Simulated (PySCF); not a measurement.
Isomers of C6H11N, one GFN2-xTB conformer each. Single-point energies are computed at PBE0/pcSseg-1 (PySCF, gas phase, no added dispersion term), electronic only.

Question: Rank them by PBE0/pcSseg-1 energy, lowest first (kJ/mol).
A. `[CH3:1][NH:2][CH:3]1[CH2:4][CH:5]=[CH:6][CH2:7]1` with C1–N2–C3–C4 170°, N2–C3–C4–C5 137°, C3–C4–C5–C6 -11°, C5–C6–C7–C3 11°, N2–C3–C7–C6 -137°
B. `[H]/[N:7]=[C:6]1\[C@H:2]([CH3:1])[CH2:3][CH2:4][CH2:5]1` with C1–C2–C3–C4 -154°, C2–C3–C4–C5 39°, C3–C4–C5–C6 -32°, C4–C5–C6–N7 -166°
C. `[CH:1]#[C:2][CH2:3][CH2:4][N:5]([CH3:6])[CH3:7]` with C2–C3–C4–N5 87°, C3–C4–N5–C6 -74°
D. `[CH2:1]=[C:2]([CH3:3])[C@@H:4]1[NH:5][C@H:6]1[CH3:7]` with C1–C2–C4–N5 11°

Answer: B (0.0), A (70.1), D (132.1), C (234.4).

As drawn, the lowest has a C=N bond and an N–H bond, which the highest lacks; the highest has a C≡C bond, which the lowest lacks. GFN2-xTB itself gives, in the same order: 0.0, 58.6, 123.1, 186.2. Both levels put the same isomer lowest; measured from each level's own lowest isomer, the values differ by up to 48.2 kJ/mol (C#CCCN(C)C: 186.2 against 234.4).

Question: Which frontier levels, dipoles and rotational constants go with these structures?

Answer: 
| SMILES | HOMO (eV, PBE0/pcSseg-1) | LUMO (eV) | dipole (D) | A, B, C (MHz) |
| --- | --- | --- | --- | --- |
| [H]/N=C1/CCC[C@H]1C | -6.96 | 0.10 | 2.35 | 3469, 2925, 1733 |
| CNC1CC=CC1 | -6.39 | 0.73 | 1.02 | 6139, 1861, 1521 |
| C=C(C)[C@@H]1N[C@H]1C | -6.63 | 0.61 | 2.14 | 5034, 1702, 1454 |
| C#CCCN(C)C | -6.20 | 1.05 | 0.87 | 5632, 1543, 1299 |
